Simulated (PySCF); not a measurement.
Correlation energy of Sb (antimony, neutral)

[Kr] 4d10 5s1 5p4, high-spin 4P determinant (an excited configuration). All numbers are calculated (PySCF 2.14, the non-relativistic Hamiltonian (point nucleus), in dyall-av2z). Frozen: [Kr] 4d10; 5 electrons correlated; the 62 highest virtual orbitals of each spin left out.

| level | correlation energy (mhartree) |
| --- | --- |
| CCSD | -78.59 |
| (T) | -4.31 |
| CCSD(T) | -82.90 |

Diagnostics: T1 = 0.032, D1 = 0.0904, largest double amplitude 0.264.

A non-relativistic calculation at this Z misses sizeable relativistic shifts. T1 exceeds 0.03, a sign that the reference determinant is poor. A double-excitation amplitude exceeds 0.15, a sign of near-degeneracy.

Cost of the coupled-cluster step: about 12 core-seconds, for 5 correlated electrons.
